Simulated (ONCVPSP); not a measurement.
**What one change does to a pseudopotential (Al (Z = 13), ONCV)**

aluminium, optimised norm-conserving Vanderbilt (ONCV), made with ONCVPSP 4.0.1 (PBEsol, scalar-relativistic). Core [Ne], reference 3s2 3p1. Waves: 3s: rc 1.70 bohr, ncon 3, nbas 6, qcut 3.9 1/bohr, 1 projector; 3p: rc 1.75 bohr, ncon 4, nbas 9, qcut 5.2 1/bohr, 2 projectors, debl 2.4 Ha. Local part: polynomial inside 1.25 bohr (lpopt 5, dvloc0 1 Ha). Core correction: Teter function, fcfact 4, rcfact 1.55.

Change: p: qcut 7.9.

Cutoffs: the cutoffs (Ha) at which the residual kinetic energy of the hardest occupied pseudo-wave falls to 1 and 0.1 mHa per electron; they do not see the model core or the augmentation charge, which bear on the density cutoff. Errors are all-electron minus pseudo energies relative to the spin-unpolarised reference configuration.

Question: Predict the effect on cutoff, ghosts and configuration errors.

Answer: The potential gets harder (5.7 Ha and 13 Ha → 17 Ha and 22 Ha); a bound ghost appears in p, which as a rule spoils a file; the errors of the 4 common tests hardly move. The waves are optimised to have the least kinetic energy above qcut, so the cutoff follows it (qcut²/2 in Ha).

| quantity | base | changed |
| --- | --- | --- |
| cutoff, loose | 5.7 Ha | 17 Ha |
| cutoff, tight | 13 Ha | 22 Ha |
| loose cutoff by channel | s 5.7 Ha, p 2.2 Ha | s 5.7 Ha, p 17 Ha |
| bound ghosts | none | p |
| GHOST(+) flags under 300 eV | s at 34.8 eV | s at 34.8 eV |
| error for 3s2 3p0, meV [ΔE 5.74 eV] | +3.9 | +3.7 |
| error for 3s1 3p0, meV [ΔE 24.91 eV] | -39 | -41 |
| error for 3s2 3p0.5, meV [ΔE 2.07 eV] | +0.8 | +0.7 |
| error for 3s1 3p2, meV [ΔE 5.12 eV] | -6.6 | -6.2 |
| s: phases at 1.73 bohr within 0.05 rad from the reference energy up to (Ha; the scan ends near 5) | 0.6 | 0.6 |
| p: phases at 1.77 bohr within 0.05 rad from the reference energy up to (Ha; the scan ends near 5) | 3.9 | 4.7 |
| rms error of d²Exc/dni dnj with the model core, mHa | 2.07 | 2.09 |

Base: The cutoffs count occupied waves only; projector 2 of the p channel, the hardest unoccupied one, needs 105 Ha at the loose tolerance. A true bound ghost makes a file unfit for plane-wave use even where its test errors are small: the radial tests pick states by their node count and pass the ghost by.
